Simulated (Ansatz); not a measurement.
Cost and result for the atomization energy of Cl2F2H2Si2 (`F[Si](F)(Cl)[SiH2]Cl`) (8 atoms, 7 bonds).

```tsv
atom	x (Å)	y (Å)	z (Å)
F1	-2.213	-0.443	-0.070
Si2	-0.703	-0.894	0.069
F3	-0.425	-1.928	-1.096
Cl4	-0.492	-1.866	1.841
Si5	0.750	0.929	-0.038
Cl6	0.496	1.875	-1.840
H7	0.438	1.874	1.060
H8	2.149	0.453	0.073
```

Charge 0, multiplicity 1. Geometry: relaxed with PBE0-D4/def2-TZVP. It is one conformer, not always the lowest. Program: Ansatz. All runs use 4 threads of an Arm Neoverse V2 on a shared host. Times are those of one run each, without the atoms' runs, and a repeat can differ threefold. Electronic energies, without spin–orbit coupling; frozen cores. CCSD(T)/CBS adds CCSD(T) − MP2 in def2-TZVPP to the MP2 limit, and its time is that of the two runs behind it. T1 = 0.011. B3LYP takes the VWN-RPA correlation (the form of Gaussian; ORCA's B3LYP/G).

CCSD(T)/CBS is a level of theory with its own doubt, some kJ/mol a heavy atom from the limit and from the frozen cores, so smaller differences don't rank the functionals.

```tsv
level	functions	wall time	atomization (kcal/mol)	difference from CCSD(T)/CBS	per bond
PBE-D4/def2-TZVPP (with forces)	258	2.9 s	688.9	1.2	0.2
PBE0-D4/def2-TZVPP	258	4.8 s	677.4	-10.3	-1.5
r2SCAN-D4/def2-TZVPP (with forces)	258	6.5 s	687.9	0.2	0.0
B3LYP-D4/def2-TZVPP (with forces)	258	7 s	674.9	-12.8	-1.8
B2PLYP/def2-TZVPP	258	7.5 s	671.4	-16.3	-2.3
ωB97X-V/def2-TZVPP	258	11 s	688.9	1.2	0.2
ωB97M-V/def2-TZVPP (with forces)	258	16 s	685.9	-1.8	-0.3
MP2/def2-QZVPP	454	23 s	702.7	15.0	2.1
CCSD(T)/def2-TZVPP	258	4.1 min	663.3	-24.4	-3.5
CCSD(T)/CBS(def2)	–	4.4 min	687.7	0.0	0.0
```

In def2-TZVPP, CCSD(T) changes the Hartree–Fock value by +149.3 kcal/mol (the triples alone add +11.2 kcal/mol) and MP2 by +173.8 kcal/mol; breaking electron pairs costs correlation energy, which Hartree–Fock lacks. From PBE to PBE0 (25 % exact exchange), in def2-TZVPP and without D4, the atomization energy moves by −10.6 kcal/mol: exact exchange takes away binding that semilocal exchange gives to molecules. The D4 term adds +10.3 kcal/mol with B3LYP and +5.4 kcal/mol with PBE0; it sums over pairs of atoms, weighted by their polarisabilities, and B3LYP, whose exchange is more repulsive, gets the larger term.
